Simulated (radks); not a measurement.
Values are calculated unless marked as measured or tabulated.
Question: All-electron atom: the tellurium ion Te27+ in [Ne] 3s1 3p6 3d7 4p1 (not the ground configuration). Code: a radial shooting solver on a logarithmic mesh with Libxc functionals. Model: Dirac Kohn-Sham, LDA (Slater exchange, VWN5 correlation), spin-unpolarised, spherical densities, finite nucleus; open shells fill j = l - 1/2 first; Fermi nuclear charge, rms radius 4.7423 fm. Some entries of the table are withheld. Estimate them.

| orbital | occ. | eigenvalue (hartree) | <1/r> (bohr^-1) | <r^2> (bohr^2) |
|---|---|---|---|---|
| 1s1/2 | 2 | -1200.581 | 55.53 | 0.001049 |
| 2s1/2 | 2 | -217.2114 | 12.98 | 0.01676 |
| 2p1/2 | 2 | -206.3601 | 12.96 | (1) |
| 2p3/2 | 4 | -196.2052 | 12.00 | (2) |
| 3s1/2 | 1 | -70.39331 | 4.838 | 0.1086 |
| 3p1/2 | 2 | -66.06148 | 4.766 | (3) |
| 3p3/2 | 4 | -63.93983 | 4.527 | (4) |
| 3d3/2 | 4 | (5) | 4.399 | 0.08686 |
| 3d5/2 | 3 | (6) | 4.338 | 0.08865 |
| 4p1/2 | 1 | -31.80376 | 2.308 | 0.4350 |
| 4p3/2 | 0 | -31.12012 | 2.229 | 0.4545 |

Answer: 
(1) 2p1/2 <r^2> (bohr^2): 0.01239
(2) 2p3/2 <r^2> (bohr^2): 0.01365
(3) 3p1/2 <r^2> (bohr^2): 0.1019
(4) 3p3/2 <r^2> (bohr^2): 0.1085
(5) 3d3/2 eigenvalue (hartree): -56.62321
(6) 3d5/2 eigenvalue (hartree): -56.15542
